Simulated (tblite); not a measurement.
Compound: C₅H₁₃B₂F₂P.
SMILES with atom numbers: `[CH3:1][C:2]([CH3:3])([CH3:4])[B:5]([PH2:6])[CH2:7][B:8]([F:9])[F:10]` (hydrogens: H11, H12, H13 on C1; H14, H15, H16 on C3; H17, H18, H19 on C4; H20, H21 on P6; H22, H23 on C7)

Computed with GFN2-xTB (tblite), gas phase: L-BFGS steps from a force-field or distance-geometry start until the largest atomic force falls under 0.01 eV/Å.

Step 25: E = -867.1988 eV
```
atom  x, y, z in Å  |  force x, y, z in eV/Å
C1     -0.9239   -1.1968   -1.5038    0.016  -0.014  -0.023
C2     -0.8409   -0.1438   -0.3796   -0.105  -0.040  -0.018
C3     -1.2436   -0.8177    0.9442    0.031  -0.023   0.010
C4     -1.8801    0.9403   -0.7032   -0.003   0.045  -0.021
B5      0.6660    0.3982   -0.3546   -0.077   0.010   0.109
P6      1.0467    2.1883   -0.8050    0.033   0.183   0.026
C7      1.8753   -0.5772   -0.0311    0.060  -0.027   0.090
B8      2.4347   -0.1722    1.3839    0.015  -0.093  -0.053
F9      3.5802    0.4631    1.5506   -0.045   0.022   0.021
F10     1.7837   -0.3948    2.5096    0.021  -0.013   0.026
H11    -0.6460   -0.7520   -2.4559   -0.022   0.020  -0.050
H12    -1.9373   -1.5842   -1.5855   -0.006   0.011   0.009
H13    -0.2532   -2.0295   -1.3160   -0.007  -0.052   0.029
H14    -0.5680   -1.6305    1.1919    0.037  -0.050  -0.014
H15    -2.2525   -1.2229    0.8712    0.034   0.031  -0.025
H16    -1.2188   -0.1121    1.7711    0.001   0.070  -0.043
H17    -1.6419    1.4256   -1.6476    0.034   0.010  -0.054
H18    -1.9117    1.7116    0.0631    0.031  -0.035   0.090
H19    -2.8772    0.5092   -0.7873    0.039  -0.022   0.024
H20     2.2623    2.3387   -0.1487   -0.070  -0.063  -0.029
H21     0.3024    2.7656    0.2106    0.004   0.026  -0.099
H22     2.6833   -0.4617   -0.7557   -0.055   0.018  -0.029
H23     1.5558   -1.6184   -0.0323    0.034  -0.014   0.026
```

Step 26: E = -867.2028 eV
```
atom  x, y, z in Å  |  force x, y, z in eV/Å
C1     -0.9234   -1.1959   -1.5034    0.016  -0.003  -0.013
C2     -0.8416   -0.1448   -0.3777   -0.052  -0.019  -0.011
C3     -1.2424   -0.8178    0.9463    0.019  -0.021   0.015
C4     -1.8761    0.9429   -0.6996   -0.020   0.046  -0.020
B5      0.6646    0.3980   -0.3525    0.021  -0.041   0.093
P6      1.0549    2.1834   -0.8140    0.016   0.179   0.077
C7      1.8763   -0.5821   -0.0341    0.077  -0.048   0.107
B8      2.4371   -0.1812    1.3819   -0.006  -0.012  -0.046
F9      3.5699    0.4789    1.5497   -0.086  -0.029   0.023
F10     1.7845   -0.4119    2.5062    0.063  -0.017   0.005
H11    -0.6448   -0.7469   -2.4536   -0.023   0.002  -0.047
H12    -1.9365   -1.5835   -1.5861   -0.008   0.009   0.005
H13    -0.2519   -2.0281   -1.3148   -0.014  -0.045   0.017
H14    -0.5667   -1.6298    1.1959    0.045  -0.044  -0.015
H15    -2.2501   -1.2237    0.8748    0.001   0.012  -0.036
H16    -1.2214   -0.1107    1.7716    0.018   0.075  -0.032
H17    -1.6353    1.4304   -1.6420    0.039   0.019  -0.055
H18    -1.9102    1.7100    0.0702    0.047  -0.020   0.092
H19    -2.8731    0.5158   -0.7868   -0.009  -0.049   0.012
H20     2.2506    2.3462   -0.1248   -0.062  -0.077  -0.052
H21     0.2859    2.7746    0.1754    0.001   0.025  -0.115
H22     2.6852   -0.4719   -0.7598   -0.087   0.048  -0.017
H23     1.5597   -1.6248   -0.0330    0.004   0.008   0.016
```

Step 27: E = -867.2063 eV
```
atom  x, y, z in Å  |  force x, y, z in eV/Å
C1     -0.9236   -1.1968   -1.5048    0.011   0.011   0.002
C2     -0.8444   -0.1470   -0.3778    0.032   0.014  -0.004
C3     -1.2411   -0.8187    0.9474    0.008  -0.012   0.007
C4     -1.8739    0.9452   -0.6976   -0.020   0.026  -0.011
B5      0.6615    0.3978   -0.3484    0.115  -0.044   0.053
P6      1.0600    2.1841   -0.8187    0.000   0.039   0.001
C7      1.8776   -0.5850   -0.0338    0.047  -0.050   0.073
B8      2.4406   -0.1884    1.3808   -0.060   0.037  -0.026
F9      3.5615    0.4891    1.5519   -0.039  -0.025   0.021
F10     1.7871   -0.4246    2.5039    0.069  -0.034   0.011
H11    -0.6447   -0.7442   -2.4536   -0.022  -0.020  -0.035
H12    -1.9367   -1.5843   -1.5879   -0.008   0.005  -0.002
H13    -0.2518   -2.0288   -1.3138   -0.023  -0.029  -0.002
H14    -0.5647   -1.6301    1.1979    0.040  -0.024  -0.012
H15    -2.2481   -1.2242    0.8780   -0.031  -0.010  -0.038
H16    -1.2220   -0.1071    1.7687    0.032   0.062  -0.016
H17    -1.6301    1.4342   -1.6388    0.032   0.024  -0.033
H18    -1.9072    1.7069    0.0778    0.053  -0.008   0.072
H19    -2.8709    0.5211   -0.7860   -0.049  -0.061  -0.003
H20     2.2372    2.3507   -0.1084    0.025  -0.072  -0.028
H21     0.2814    2.7837    0.1483   -0.087   0.081  -0.032
H22     2.6831   -0.4779   -0.7643   -0.098   0.073  -0.005
H23     1.5643   -1.6288   -0.0309   -0.027   0.017   0.007
```

Question: Estimate the geometry and energy of step 28. (The exact step hangs on the optimiser's Hessian estimate; all steps are aligned on step 27, rigid shifts and turns removed.)

Answer: E = -867.2078 eV, largest force 0.242 eV/Å
```
atom  x, y, z in Å  |  force x, y, z in eV/Å
C1     -0.9198   -1.1908   -1.5006   -0.003   0.013   0.005
C2     -0.8417   -0.1453   -0.3700    0.121   0.040  -0.006
C3     -1.2390   -0.8187    0.9539   -0.004   0.006  -0.008
C4     -1.8660    0.9524   -0.6899   -0.013  -0.009   0.004
B5      0.6682    0.3927   -0.3445    0.144  -0.027   0.013
P6      1.0781    2.1738   -0.8363   -0.024   0.058   0.234
C7      1.8833   -0.6016   -0.0382   -0.009  -0.014   0.023
B8      2.4388   -0.2025    1.3739    0.018   0.138   0.079
F9      3.5353    0.5205    1.5465   -0.132  -0.110   0.012
F10     1.7919   -0.4599    2.4974    0.108  -0.032  -0.019
H11    -0.6418   -0.7316   -2.4473   -0.023  -0.051  -0.017
H12    -1.9335   -1.5769   -1.5833   -0.008  -0.005  -0.016
H13    -0.2480   -2.0239   -1.3105   -0.039  -0.009  -0.024
H14    -0.5610   -1.6293    1.2062    0.021   0.008  -0.011
H15    -2.2446   -1.2255    0.8783   -0.042  -0.026  -0.024
H16    -1.2277   -0.1044    1.7740    0.047   0.032  -0.022
H17    -1.6139    1.4442   -1.6288    0.011   0.021   0.012
H18    -1.9040    1.7074    0.0930    0.055  -0.018   0.031
H19    -2.8616    0.5269   -0.7856   -0.061  -0.042  -0.015
H20     2.2177    2.3620   -0.0598   -0.091  -0.073  -0.109
H21     0.2318    2.7975    0.0714    0.067  -0.004  -0.152
H22     2.6871   -0.4963   -0.7706   -0.102   0.090  -0.003
H23     1.5653   -1.6435   -0.0393   -0.042   0.015   0.014
```

The energy changes by -0.0015 eV. The first-order estimate −F·Δx gives -0.0062 eV and the mean of the old and new forces, exact on a quadratic surface, -0.0010 eV. The step makes an angle of 82° with the force vector and moves no atom by more than 0.093 Å.

The cost below is that of the whole relaxation. The run took 4.4 s of wall time on one thread of an Intel Xeon at 2.50 GHz, no GPU, shared host.
